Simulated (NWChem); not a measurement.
Molecule: SiH₂SeF₂; SMILES F[SiH](F)[SeH]

```xyz
6

Si     0.0191     0.9794     0.3232
F     -1.3582     1.5828    -0.2273
F      1.2194     1.7692    -0.3860
Se     0.0035    -1.2219    -0.2431
H      0.1278     1.2205     1.7741
H      1.3057    -1.4620     0.4246
```
Atoms are numbered in this order, from 1.

Level: B3LYP/6-31G* (spherical d) (NWChem), optimised geometry, unscaled harmonic frequencies. This build's default masses of Se (78.918 u) and Br (79.917 u) are each other's, which moves their modes by up to 0.6 %.

Question: List the harmonic frequencies with IR intensities, and the thermochemistry.

Answer: 
```json
[
 {"frequency (cm⁻¹)": "127", "IR intensity (km/mol)": "7.8"},
 {"frequency (cm⁻¹)": "172", "IR intensity (km/mol)": "3.4"},
 {"frequency (cm⁻¹)": "225", "IR intensity (km/mol)": "7.2"},
 {"frequency (cm⁻¹)": "338", "IR intensity (km/mol)": "22.2"},
 {"frequency (cm⁻¹)": "428", "IR intensity (km/mol)": "44.1"},
 {"frequency (cm⁻¹)": "678", "IR intensity (km/mol)": "25.3"},
 {"frequency (cm⁻¹)": "823", "IR intensity (km/mol)": "126.8"},
 {"frequency (cm⁻¹)": "857", "IR intensity (km/mol)": "25.5"},
 {"frequency (cm⁻¹)": "891", "IR intensity (km/mol)": "270.5"},
 {"frequency (cm⁻¹)": "999", "IR intensity (km/mol)": "171.0"},
 {"frequency (cm⁻¹)": "2328", "IR intensity (km/mol)": "126.1"},
 {"frequency (cm⁻¹)": "2398", "IR intensity (km/mol)": "21.9"}
]
```

| Item | Value |
|---|---|
| zero-point energy | 14.7 kcal/mol |
| thermal correction to the enthalpy at 298.15 K (with zero-point energy) | 18.8 kcal/mol |
| heat capacity Cv | 17.5 cal/(mol K) |
| entropy at 298.15 K and 1 atm (symmetry number 1) | 78.4 cal/(mol K) |
| dipole moment | 1.72 D |

Rigid rotor and harmonic oscillator.
